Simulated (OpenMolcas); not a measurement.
# F⁺: effect of the IPEA shift

```yaml
Program: OpenMolcas 26.06
Basis: ANO-R2 [4s4p2d1f]
Scalar_Hamiltonian: X2C, finite nucleus
Active_space: 6 electrons in 9 orbitals (RAS2 2s 2p; RAS3 3d, at most 2 electrons)
State_averaging: 2S+1 = 3 even, 3 roots; 2S+1 = 1 even, 6 roots; 2S+1 = 3 odd, 3 roots; 2S+1 = 1 odd, 3 roots
Spin-orbit_coupling: state interaction with AMFI integrals over the reference wave functions, term energies averaged over their components
```

Methods on the same reference wave functions:
A. RASSCF
B. SS-RASPT2, IPEA 0.25 Eh, imaginary shift 0.1 Eh (closed shells correlated: 1s)
C. SS-RASPT2, IPEA 0.5 Eh, imaginary shift 0.1 Eh (closed shells correlated: 1s)

Energies in cm⁻¹ above 2s² 2p⁴ ³P₂, the measured ground level; measured values from NIST Handbook of Basic Atomic Spectroscopic Data.

```json
{"Level": "2s² 2p⁴ ³P₂", "A": "0.0", "B": "0.0", "C": "0.0", "Measured": "0.0"}
{"Level": "2s² 2p⁴ ³P₁", "A": "316", "B": "316", "C": "316", "Measured": "341"}
{"Level": "2s² 2p⁴ ³P₀", "A": "469", "B": "469", "C": "469", "Measured": "490"}
{"Level": "2s² 2p⁴ ¹D₂", "A": "22227", "B": "21090", "C": "21090", "Measured": "20873"}
{"Level": "2s² 2p⁴ ¹S₀", "A": "47139", "B": "45150", "C": "45240", "Measured": "44918"}
{"Level": "2s 2p⁵ ³P°₂", "A": "168514", "B": "165450", "C": "165520", "Measured": "164798"}
{"Level": "2s 2p⁵ ³P°₁", "A": "168820", "B": "165760", "C": "165820", "Measured": "165107"}
{"Level": "2s 2p⁵ ³P°₀", "A": "168974", "B": "165910", "C": "165980", "Measured": "165279"}
{"Level": "2s 2p⁵ ¹P°₁", "A": "244822", "B": "237990", "C": "238100", "Measured": ""}
```

Deviations, from unrounded energies. A percentage is the sum of absolute deviations over the sum of measured energies, with the sign that they share, or ± where signs differ.

| Against measurement | Levels | A | B | C |
| --- | --- | --- | --- | --- |
| mean absolute deviation (cm-1) | 7 | 2100 | 350 | 390 |
| fine structure of the ground term (%) | 2 | -5.5 | -5.5 | -5.5 |
| other terms of the ground configuration (%) | 2 | +5.4 | +0.7 | +0.8 |
| other configurations (%) | 3 | +2.2 | +0.4 | +0.4 |

B lies closest to measurement on these levels and A furthest from it. The largest miss of B in the table is 2s 2p⁵ ³P°₂, by +650 cm-1. The ranking rests on the paired levels alone, and a cruder setting can come out closer through cancelling errors.

Between B and C the level of the table that moves most is 2s 2p⁵ ¹P°₁, by 110 cm-1 (lowest in B, highest in C). Moves below CASPT2's spread within the term are not significant.

From A to B the spin-free energies of the other terms of 2s² 2p⁴ shown, above ³P, scale by factors of 0.95 to 0.96.

The lowest spin-free term lies below A's lowest term by 0.103 hartree in B, 0.102 hartree in C.

CASPT2 breaks the degeneracy within a term, and the mean is taken; among the terms shown or strongly mixed into the levels shown the widest spread is 39 cm-1 (2s² 2p⁴ ¹D, C). Active for correlation alone: 3d; no level in the range computed is led by a configuration that fills it, so any true level of that kind is missing. Without dynamic correlation excited terms often stand tens of per cent too high (terms of higher spin than the ground term too low), and those without a measured partner can miss by more than the paired ones (holds for A). Measured partners are found by configuration, term and J. A level has none where our copy of the source lacks it or the pairing is in doubt (some pairs that miss far off the trend of their configuration count as doubtful), and it then counts in no deviation. Levels of configurations outside the active space are missing.

° marks odd parity.
